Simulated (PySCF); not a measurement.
Dipole polarisabilities along group 6, charge +2

Calculated with PySCF 2.14 for the ground configurations, without spin-orbit coupling: coupled response for Hartree-Fock and DFT. Mean α in bohr³, C₆ of like pairs in atomic units.

```json
{"species": "Cr²⁺ [Ar] 3d4 (aug-cc-pVDZ, non-relativistic)", "α UHF": "3.463", "α PBE": "4.301", "α PBE0": "3.980", "C₆ UHF": "9.878", "C₆ PBE": "12.14", "C₆ PBE0": "11.27"}
{"species": "Mo²⁺ [Kr] 4d4 (aug-cc-pVDZ-PP with ECP28MDF, ECP)", "α UHF": "9.271", "α PBE": "10.60", "α PBE0": "10.09", "C₆ UHF": "49.11", "C₆ PBE": "56.73", "C₆ PBE0": "53.87"}
{"species": "W²⁺ [Xe] 4f14 5d4 (aug-cc-pVDZ-PP with ECP60MDF, ECP)", "α UHF": "12.26", "α PBE": "13.70", "α PBE0": "13.07", "C₆ UHF": "72.26", "C₆ PBE": "81.65", "C₆ PBE0": "77.70"}
```
